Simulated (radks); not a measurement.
Removal energies from the copper ion Cu5+, [Ar] 3d6, by Delta-SCF beside the eigenvalue of the level emptied. Calculated with a radial shooting solver on a logarithmic mesh with Libxc functionals: scalar-relativistic Kohn-Sham, PBEsol, spin-polarised, spherical densities, finite nucleus; Fermi nuclear charge, rms radius of each element as measured or else 0.836 A^(1/3) + 0.57 fm. Open shells are filled with parallel spins first.

removed from,final configuration,Delta-SCF (eV),-eigenvalue (eV)
3d,[Ar] 3d5,104.41,91.993
3p,[Ne] 3s2 3p5 3d6,175.05,162.17
3s,[Ne] 3s1 3p6 3d6,218.52,205.41
2p,[He] 2s2 2p5 3s2 3p6 3d6,1051.2,1015.2
